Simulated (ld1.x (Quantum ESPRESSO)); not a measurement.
# How hard is this Nb (Z = 41) TM potential?

ld1.x (Quantum ESPRESSO) 7.5 input, shortened:

```
&input
   title='Nb', zed=41., rel=1, dft='PZ', iswitch=3,
   config='[Kr] 4d4 5s1 5p0'
 /
 &inputp
   pseudotype=2, tm=.true., lloc=1,
   nlcc=.false.
 /
3
5S  1  0   1.00   0.00  3.30  3.30  0.0
4D  3  2   4.00   0.00  1.70  1.70  0.0
4P  2  1   6.00   0.00  1.20  1.20  0.0
 &test
   configts(1)='4p6 4d4 5s1 5p0'
 /
```

The pseudo-atom Hamiltonian at the reference potential is diagonalised in spherical Bessel functions j_l(qr) that vanish at 20 bohr, with q² up to the cutoff. All-electron valence levels (Ry): 5s -0.3088, 4d -0.2360, 4p -2.5438, 5p -0.0900.

Problem. How do the lowest levels (Ry) of each channel move with the cutoff, and are there ghosts?

Solution.

| cutoff (Ry) | s #1 | s #2 | s #3 | d #1 | p #1 | p #2 | f #1 | Σ f·Δε (mRy) |
| --- | --- | --- | --- | --- | --- | --- | --- | --- |
| 8 | -0.7698 | -0.3072 | 0.0071 | -0.0261 | -2.0821 | -0.0629 | 0.1045 | 3611.1 |
| 18 | -0.9455 | -0.3088 | 0.0071 | -0.1835 | -2.4792 | -0.0874 | 0.1044 | 597.5 |
| 35 | -1.1146 | -0.3089 | 0.0070 | -0.2337 | -2.5137 | -0.0888 | 0.1044 | 189.4 |
| 60 | -1.1332 | -0.3089 | 0.0070 | -0.2359 | -2.5419 | -0.0904 | 0.1044 | 11.5 |
| 100 | -1.1385 | -0.3089 | 0.0070 | -0.2360 | -2.5433 | -0.0905 | 0.1044 | 3.0 |
| 160 | -1.1388 | -0.3089 | 0.0070 | -0.2360 | -2.5438 | -0.0905 | 0.1044 | 0.2 |
| 400 | -1.1388 | -0.3089 | 0.0070 | -0.2360 | -2.5438 | -0.0905 | 0.1044 | 0.0 |

Result: ghost state, extra bound levels that the all-electron valence spectrum of the same l lacks: s at -15.5 eV (a true bound ghost makes a file unfit for plane-wave use); 10 mRy is reached at 70 Ry and 1 mRy at 120 Ry.
